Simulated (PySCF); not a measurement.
C₅H₇F₃N (doublet state).
Structure used (GFN2-xTB), in Å, numbered top down from 1:
```
atom  x, y, z in Å
N1    -2.7289    0.5809    0.2594
C2    -1.9306   -0.3110   -0.4286
C3    -0.5246   -0.4990   -0.0711
F4    -0.3957   -1.4346    1.0134
F5     0.1240   -1.1606   -1.0789
C6     0.2069    0.7557    0.3128
C7     1.5030    0.7912    0.5944
C8     2.4119   -0.3916    0.6155
F9     3.6508   -0.0284    1.0827
H10   -3.7211    0.4186    0.1850
H11   -2.4195    0.8263    1.1896
H12   -2.3709   -0.9413   -1.1768
H13   -0.3860    1.6556    0.3057
H14    1.9792    1.7311    0.8353
H15    2.0366   -1.1810    1.2758
H16    2.5574   -0.8028   -0.3907
```

The hyperfine couplings belong to this conformer and change with its torsions.

As a line formula: `C(/C(F)([CH]N)F)=C/CF` [radical].

Method used: PySCF, UKS B3LYP, pcH-1 on C F H N, non-relativistic, mean-field spin-orbit, GIAO. One conformer (not necessarily the lowest) at the GFN2-xTB geometry, without solvent, vibrations or thermal averaging. Couplings are sensitive to structure, and on GFN2-xTB geometries they can be far from those on DFT ones. Stability of the SCF solution: not tested.

Task: Where do the isotropic ENDOR lines of N1, F4/F5, F9, H12, H10/H11, H15/H16, H13 and H14 fall at 3346.3 mT, to first order?

Result: For S = 1/2 in fast tumbling each set of equivalent nuclei gives two lines, ν± = |νn ± a/2| to first order, with νn = g_N μN B/h and μN/h = 7.62259 MHz/T.

```csv
nuclei,isotope,g_N,νn (MHz),a_iso (MHz),lower line (MHz),upper line (MHz)
N1,14N,0.4038,10.30,24.25,1.83,22.42
F4/F5,19F,5.2577,134.11,175.96,46.13,222.09
F9,19F,5.2577,134.11,-0.53,133.85,134.38
H12,1H,5.5857,142.48,-50.73,117.11,167.84
H10/H11,1H,5.5857,142.48,7.63,138.66,146.29
H15/H16,1H,5.5857,142.48,3.00,140.98,143.98
H13,1H,5.5857,142.48,0.68,142.14,142.82
H14,1H,5.5857,142.48,-0.59,142.18,142.77
```

Task: Which pairs are centred on the nuclear Larmor frequency, and which on half the coupling?

Result: Centred on νn, since |a| < 2νn: F4/F5, F9, H12, H10/H11, H15/H16, H13 and H14. Centred on |a|/2 and split by 2νn: N1.

Nuclei that the bonding pattern makes equivalent are averaged, as if the motion that swaps them (rotation, inversion, ring flip) were fast. The 19F value of +176.0 MHz is a mean of couplings from 14.8 to 337.2 MHz in this one geometry, not an average over conformers. The 1H value of +7.6 MHz is a mean of couplings from -1.2 to 16.5 MHz in this one geometry, not an average over conformers.
